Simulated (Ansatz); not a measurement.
## Isomers

Structures of Al2BH5O, closed shell, relaxed at PBE0-D4/def2-TZVP (vibrations not checked; lower isomers may exist, and structures with a doubtful reference or unclear bonds are left out). Program: Ansatz 0.2.0. Basis: def2-TZVPP. Cores are frozen in the correlated methods. B3LYP uses VWN-RPA correlation.

Problem. Rank them by CCSD(T) energy, lowest first, and give each one's height above the lowest. Links in brackets join atoms within 1.22 times the sum of their covalent radii (1.1 for two metals). (An estimate is asked for; the value comes from the calculation.)
A.
a complex of AlBH₄O ([BH2][Al][OH2]) + AlH
```
9
angstrom
B 0.1153 2.1942 -1.1961
Al -0.0642 0.4142 -0.0932
O 1.4867 -0.5895 -0.6775
Al -0.3914 -1.8221 1.3667
H -0.4911 2.3746 -2.2190
H 0.6017 3.1882 -0.7246
H 1.4929 -1.4747 -0.2026
H 2.2143 -0.4459 -1.2942
H -1.6837 -1.8594 2.3403
```
B.
Al₂BH₅O ([AlH3][O]1[BH][AlH]1)
```
9
angstrom
B -0.6260 0.7667 0.2624
Al 1.0396 0.6634 1.3537
O 0.1396 -0.3528 0.1325
Al 0.0768 -2.0548 -0.8927
H -1.6473 1.0320 -0.2851
H 1.3859 -2.7170 -0.2434
H 2.3863 0.2364 2.0349
H -1.3461 -2.6164 -0.4238
H 0.1991 -1.4916 -2.3853
```
C.
Al₂BH₅O ([OH2][Al]12[H][AlH]1[BH]2)
```
9
angstrom
B 1.2911 -1.2615 -0.4939
Al -0.1638 0.0418 -0.7273
O -0.6707 1.9925 -0.7302
Al -0.0576 -1.7261 0.9650
H 0.0125 2.5753 -1.0882
H -0.9092 2.3183 0.1487
H 2.2198 -1.7639 -1.0405
H -0.5848 -2.3967 2.3067
H -0.9942 -0.1863 0.7646
```
D.
Al₂BH₅O ([BH2][Al]([OH])[AlH2])
```
9
angstrom
B -0.1470 2.0185 -0.9342
Al 0.4064 0.0640 -0.3146
O 1.8493 -0.5537 -0.9928
Al -0.9150 -1.4451 1.3791
H -0.8908 2.2224 -1.8545
H 0.1976 3.0065 -0.3452
H 2.1771 -1.4285 -0.7895
H -0.6011 -3.0047 1.5351
H -2.0766 -0.8794 2.3166
```

Solution. By the calculation: B (0.0 kJ/mol), D (47.5 kJ/mol), C (192.5 kJ/mol), A (280.7 kJ/mol). Heights count from the lowest.

Problem. Do PBE-D4, r2SCAN-D4, PBE0-D4, B3LYP-D4, wB97M-V, HF, MP2 give the same order? (A judgement: the text doesn't fix the answer.)

Solution. Computed: All do.

T1 diagnostic: at most 0.027. The T1 diagnostic is large here, which may signal multireference character or strong orbital relaxation, so CCSD(T) is less sure. The restricted Hartree–Fock reference is unstable towards an unrestricted one at one or more of these structures.

For scale, one of the runs: CCSD(T)/def2-TZVPP, 216 basis functions, launched by `ansatz run in.yaml --threads 2 --pin off --events-out ev --progress --plain --max-ram 4352MiB`. Hardware: 2 CPU threads of an Arm Neoverse V1, shared host. Wall time 95 s; peak host memory 2.9 GiB.
